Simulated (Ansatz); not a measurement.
Pulling on the Mg1–H2 bond in BrHMg (SMILES [MgH][Br]) (multiplicity 1 held, fragments rigid). Energies count from the point at 1.681 Å.
Geometry at that point (charge 0, multiplicity 1):
```xyz
3

Mg     0.0000     0.0000    -1.6767
H      0.0000     0.0000    -3.3577
Br     0.0000     0.0000     0.6708
```

Restricted levels (R-, RO-) in cc, def2 and unpolarised 6-31G sets keep to the state of the molecule at rest. Unrestricted levels (U-) break spin symmetry where that is lower. Active spaces are followed from a long bond inwards. Levels need not reach the same state.

Cores are frozen in the correlated methods. Filled d and f shells under p-block atoms count as core.

The values were computed with Ansatz (Gaussian orbitals). Values without a source in brackets are computed.

Energies in eV.

```json
[
 {"R (Å)": "1.345", "R-CCSD(T)/def2-SVPD": "0.92", "U-CCSD(T)/def2-SVPD": "0.92", "SC-NEVPT2 on CASSCF(2,2)/def2-SVPD": "0.93", "FIC-MRCISD+Q on CASSCF(2,2)/def2-SVPD": "0.91"},
 {"R (Å)": "1.513", "R-CCSD(T)/def2-SVPD": "0.19", "U-CCSD(T)/def2-SVPD": "0.19", "SC-NEVPT2 on CASSCF(2,2)/def2-SVPD": "0.20", "FIC-MRCISD+Q on CASSCF(2,2)/def2-SVPD": "0.19"},
 {"R (Å)": "1.681", "R-CCSD(T)/def2-SVPD": "0.00", "U-CCSD(T)/def2-SVPD": "0.00", "SC-NEVPT2 on CASSCF(2,2)/def2-SVPD": "0.00", "FIC-MRCISD+Q on CASSCF(2,2)/def2-SVPD": "0.00"},
 {"R (Å)": "1.849", "R-CCSD(T)/def2-SVPD": "0.09", "U-CCSD(T)/def2-SVPD": "0.09", "SC-NEVPT2 on CASSCF(2,2)/def2-SVPD": "0.08", "FIC-MRCISD+Q on CASSCF(2,2)/def2-SVPD": "0.09"},
 {"R (Å)": "2.017", "R-CCSD(T)/def2-SVPD": "0.34", "U-CCSD(T)/def2-SVPD": "0.34", "SC-NEVPT2 on CASSCF(2,2)/def2-SVPD": "0.31", "FIC-MRCISD+Q on CASSCF(2,2)/def2-SVPD": "0.34"},
 {"R (Å)": "2.269", "R-CCSD(T)/def2-SVPD": "0.82", "U-CCSD(T)/def2-SVPD": "0.82", "SC-NEVPT2 on CASSCF(2,2)/def2-SVPD": "0.77", "FIC-MRCISD+Q on CASSCF(2,2)/def2-SVPD": "0.82"},
 {"R (Å)": "2.522", "R-CCSD(T)/def2-SVPD": "1.32", "U-CCSD(T)/def2-SVPD": "1.32", "SC-NEVPT2 on CASSCF(2,2)/def2-SVPD": "1.25", "FIC-MRCISD+Q on CASSCF(2,2)/def2-SVPD": "1.32"},
 {"R (Å)": "2.942", "R-CCSD(T)/def2-SVPD": "2.04", "U-CCSD(T)/def2-SVPD": "2.05", "SC-NEVPT2 on CASSCF(2,2)/def2-SVPD": "1.94", "FIC-MRCISD+Q on CASSCF(2,2)/def2-SVPD": "2.05"},
 {"R (Å)": "3.362", "R-CCSD(T)/def2-SVPD": "2.52", "U-CCSD(T)/def2-SVPD": "2.55", "SC-NEVPT2 on CASSCF(2,2)/def2-SVPD": "2.40", "FIC-MRCISD+Q on CASSCF(2,2)/def2-SVPD": "2.53"},
 {"R (Å)": "3.866", "R-CCSD(T)/def2-SVPD": "2.79", "U-CCSD(T)/def2-SVPD": "2.86", "SC-NEVPT2 on CASSCF(2,2)/def2-SVPD": "2.67", "FIC-MRCISD+Q on CASSCF(2,2)/def2-SVPD": "2.82"},
 {"R (Å)": "4.539", "R-CCSD(T)/def2-SVPD": "2.84", "U-CCSD(T)/def2-SVPD": "2.96", "SC-NEVPT2 on CASSCF(2,2)/def2-SVPD": "2.78", "FIC-MRCISD+Q on CASSCF(2,2)/def2-SVPD": "2.95"},
 {"R (Å)": "5.379", "R-CCSD(T)/def2-SVPD": "2.80", "U-CCSD(T)/def2-SVPD": "2.98", "SC-NEVPT2 on CASSCF(2,2)/def2-SVPD": "2.81", "FIC-MRCISD+Q on CASSCF(2,2)/def2-SVPD": "2.98"}
]
```

Doubts at one or more of the structures used: a restricted determinant that unrestricted orbitals would lower (R-CCSD(T)/def2-SVPD); T1 above 0.05 (R-CCSD(T)/def2-SVPD, U-CCSD(T)/def2-SVPD); other coupled-cluster roots lie near (R-CCSD(T)/def2-SVPD); a spin-contaminated determinant (U-CCSD(T)/def2-SVPD).

Ansatz is a quantum-chemistry and plane-wave program.
